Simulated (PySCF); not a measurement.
A run for PySCF: R-M06-2X/def2-TZVPP on Ge2H6 (SMILES [GeH3][GeH3]).

```python
from pyscf import gto, dft

mol = gto.M(
    atom='''
    Ge   -0.00000058   -0.00000000    1.21780178
    Ge    0.00000058    0.00000000   -1.21780178
    H     1.44242660    0.00000000    1.75445230
    H    -0.72121345    1.24917798    1.75445314
    H    -0.72121345   -1.24917798    1.75445314
    H     0.72121345    1.24917798   -1.75445314
    H    -1.44242660   -0.00000000   -1.75445230
    H     0.72121345   -1.24917798   -1.75445314
    ''',
    basis='def2-tzvpp',
    charge=0, spin=0, verbose=4, max_memory=1800)
mf = dft.RKS(mol, xc='m062x').density_fit(auxbasis='def2-universal-jkfit')
mf.grids.level = 4
mf.conv_tol = 1e-9
mf.max_cycle = 150
mf.kernel()
mf.dip_moment()
```

What total energy does the run end on?

-4157.5897 hartree.
